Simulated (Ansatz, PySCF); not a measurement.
This Ansatz (a quantum-chemistry and plane-wave program) input computes a CCSD(T)/cc-pVDZ energy:

Ansatz 0.2 input:
```yaml
crystal:
  periodic: [false, false, false]
  atoms:
    - {symbol: B, position_ang: [-0.18160485, 0.04370785, -0.03515311]}
    - {symbol: F, position_ang: [-0.39392446, 1.29114953, -0.24090304]}
    - {symbol: F, position_ang: [-0.97782706, -0.96100242, -0.02462587]}
    - {symbol: O, position_ang: [1.22471934, -0.29476005, 0.23706800]}
    - {symbol: H, position_ang: [1.93393679, 0.37835662, 0.25821817]}
    - {symbol: H, position_ang: [1.52209645, -1.21013946, 0.41076358]}
basis:
  gaussian:
    orbitals: cc-pVDZ
total_charge: 1
magnetization: {spin_polarized: false}
correlation: {method: ccsd_t, electrons: outside_noble_gas}
```

Write an input for the same energy in PySCF and say what it gives.


```python
from pyscf import gto, scf, mp, cc as ccmod

mol = gto.M(
    atom='''
    B    -0.18160485    0.04370785   -0.03515311
    F    -0.39392446    1.29114953   -0.24090304
    F    -0.97782706   -0.96100242   -0.02462587
    O     1.22471934   -0.29476005    0.23706800
    H     1.93393679    0.37835662    0.25821817
    H     1.52209645   -1.21013946    0.41076358
    ''',
    basis='cc-pvdz',
    charge=1,
    spin=0,
    verbose=4,
)

mf = scf.RHF(mol)
mf.conv_tol = 1e-10
mf.max_cycle = 100
mf.kernel()
mp2 = mp.MP2(mf, frozen=4).run()
cc = ccmod.CCSD(mf, frozen=4)
cc.max_cycle = 100
cc.kernel()
et = cc.ccsd_t()
print(f'E(CCSD(T)) = {cc.e_tot + et:.9f}')
```
It gives -300.13045 Eh, and Ansatz -300.13044 Eh, a difference of 0.01 mEh.

It need not be the lowest isomer of its formula.
